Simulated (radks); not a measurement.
Initial-state core-level shifts of the platinum ion Pt+ when its valence configuration changes from [Xe] 4f14 5d9. All-electron calculation, Dirac Kohn-Sham, PBE, spin-unpolarised, spherical densities, finite nucleus; open shells are shared between the two j in proportion to 2j + 1; Fermi nuclear charge, rms radius 5.427 fm. Program: a radial shooting solver on a logarithmic mesh with Libxc functionals. Shifts are changes of the shell-averaged eigenvalues in eV (positive: less bound); the change of the density at the nucleus, which sets a Mossbauer isomer shift, is in e/bohr^3, on a base of 1.974e+06.

valence                3s       3p       3d       4s  density at nucleus
4f14 5d8 6s1       -3.224   -3.223   -3.236   -3.204              +158.6
4f14 5d8 6p1       -4.906   -4.905   -4.915   -4.892               +12.0
4f13 5d10         -14.622  -14.579  -14.432  -12.560              +138.8
4f12 5d9 6p2      -40.810  -40.718  -40.446  -36.292              +315.5
4f13.5 5d9 6s0.5   -8.857   -8.836   -8.768   -7.856              +145.9
4f14 5d7 6p2      -10.005  -10.004  -10.027   -9.963               +28.3
4f11 5d10 6p2     -57.163  -57.018  -56.595  -49.906              +469.2
4f13 5d9 6p1      -19.777  -19.734  -19.596  -17.696              +151.4
4f13.5 5d8.5 6p1  -12.258  -12.237  -12.173  -11.251               +80.8
